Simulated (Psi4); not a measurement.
Interaction energy of CH4 ··· H4N+ (SMILES C and [NH4+]) (charge +1). Monomers: optimised at B3LYP-D3(BJ) (def2-TZVP), held rigid. Orientation: lowest of the rigid-body minima from ten starts at GFN2-xTB. R is the distance of the centres of mass, along which the second monomer moves.

Level of theory: SAPT0/jun-cc-pVDZ, frozen core run with Psi4.

Components in kcal/mol:

| R / Å | electrostatics | exchange | induction | dispersion | total |
|---|---|---|---|---|---|
| 2.53 | -9.70 | 48.74 | -19.62 | -7.18 | 12.23 |
| 2.73 | -6.01 | 25.11 | -12.15 | -4.47 | 2.48 |
| 2.98 | -3.17 | 10.67 | -6.99 | -2.50 | -1.99 |
| 3.14 | -2.11 | 6.09 | -5.08 | -1.74 | -2.85 |
| 3.31 | -1.42 | 3.32 | -3.74 | -1.20 | -3.05 |
| 3.50 | -0.98 | 1.67 | -2.76 | -0.81 | -2.88 |
| 3.87 | -0.56 | 0.43 | -1.65 | -0.40 | -2.18 |
| 4.14 | -0.41 | 0.16 | -1.19 | -0.25 | -1.69 |
| 4.64 | -0.26 | 0.02 | -0.70 | -0.11 | -1.04 |
| 5.34 | -0.15 | 0.00 | -0.38 | -0.04 | -0.57 |
| 6.33 | -0.08 | 0.00 | -0.19 | -0.01 | -0.28 |
| 7.66 | -0.04 | 0.00 | -0.09 | 0.00 | -0.13 |
